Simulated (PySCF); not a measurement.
How the method changes the constants of AlTe⁻

State: ¹Σ⁺ (singlet), closed shell. Set-up: PySCF, scalar-relativistic core potentials, basis sets Al def2-SVPD, Te def2-SVPD with ECP28. De refers to Al + Te⁻ in their high-spin ground configurations, without counterpoise correction. A positive dipole points towards Te; it is taken about the centre of mass and depends on that origin.

```json
{"Level": "RHF", "Re (Å)": "2.466", "ωe (cm⁻¹)": "378", "De (eV)": "n/a", "μ (D)": "1.82", "CPU s a point (SCF and correlation, without the integrals)": "0.12"}
{"Level": "RHF-MP2", "Re (Å)": "2.471", "ωe (cm⁻¹)": "371", "De (eV)": "n/a", "μ (D)": "n/a", "CPU s a point (SCF and correlation, without the integrals)": "0.18"}
{"Level": "RHF-SCS-MP2", "Re (Å)": "2.475", "ωe (cm⁻¹)": "369", "De (eV)": "n/a", "μ (D)": "n/a", "CPU s a point (SCF and correlation, without the integrals)": "n/a"}
{"Level": "RHF-CCSD", "Re (Å)": "2.474", "ωe (cm⁻¹)": "370", "De (eV)": "n/a", "μ (D)": "n/a", "CPU s a point (SCF and correlation, without the integrals)": "n/a"}
{"Level": "RHF-CCSD(T)", "Re (Å)": "2.482", "ωe (cm⁻¹)": "363", "De (eV)": "n/a", "μ (D)": "n/a", "CPU s a point (SCF and correlation, without the integrals)": "1.8"}
{"Level": "PBE", "Re (Å)": "2.490", "ωe (cm⁻¹)": "350", "De (eV)": "3.84", "μ (D)": "2.46", "CPU s a point (SCF and correlation, without the integrals)": "0.53"}
{"Level": "TPSS", "Re (Å)": "2.482", "ωe (cm⁻¹)": "355", "De (eV)": "3.77", "μ (D)": "2.63", "CPU s a point (SCF and correlation, without the integrals)": "0.93"}
{"Level": "r²SCAN", "Re (Å)": "2.468", "ωe (cm⁻¹)": "365", "De (eV)": "3.82", "μ (D)": "2.64", "CPU s a point (SCF and correlation, without the integrals)": "0.7"}
{"Level": "PBE0", "Re (Å)": "2.464", "ωe (cm⁻¹)": "368", "De (eV)": "3.74", "μ (D)": "2.36", "CPU s a point (SCF and correlation, without the integrals)": "1.2"}
{"Level": "M06", "Re (Å)": "2.468", "ωe (cm⁻¹)": "364", "De (eV)": "3.78", "μ (D)": "2.26", "CPU s a point (SCF and correlation, without the integrals)": "0.84"}
{"Level": "HSE06", "Re (Å)": "2.470", "ωe (cm⁻¹)": "364", "De (eV)": "3.74", "μ (D)": "2.33", "CPU s a point (SCF and correlation, without the integrals)": "1.3"}
{"Level": "B2PLYP", "Re (Å)": "2.479", "ωe (cm⁻¹)": "360", "De (eV)": "3.61", "μ (D)": "1.88", "CPU s a point (SCF and correlation, without the integrals)": "0.6"}
```

(1) What does a quarter of exact exchange do here, going from PBE to PBE0?

(2) What does the step from GGA to meta-GGA do here, going from PBE to r²SCAN?

(3) What does second-order correlation do here, going from RHF to RHF-MP2?

Correlated steps freeze 9 core orbitals. These are scalar-relativistic numbers at best; spin–orbit coupling would shift them, the dissociation energy most. For an ion De counts to the pair picked by the measured ionisation energies or electron affinities, which need not be the lowest pair at this level. B2PLYP dipoles, levels and charges come from its SCF part alone.

The whole job (state search and all levels along the bond) took about 1.9 min on 1 thread of AMD EPYC 7R43 64-Core (shared host), peak memory 0.76 GiB.

Results:

(1) PBE0 less PBE: -2.6 pm in Re, +5.1 % in ωe, -0.10 eV in De. Exact exchange removes part of the self-interaction that spreads semilocal densities, and in most molecules shortens and stiffens the bond and lowers De; so it does here.

(2) r²SCAN less PBE: -2.2 pm in Re, +4.3 % in ωe, -0.02 eV in De. 

(3) RHF-MP2 less RHF: +0.5 pm in Re, -1.9 % in ωe. Correlation nearly always deepens the well. The bond lengthens, as in strong covalent bonds, where excitations into antibonding orbitals dominate.
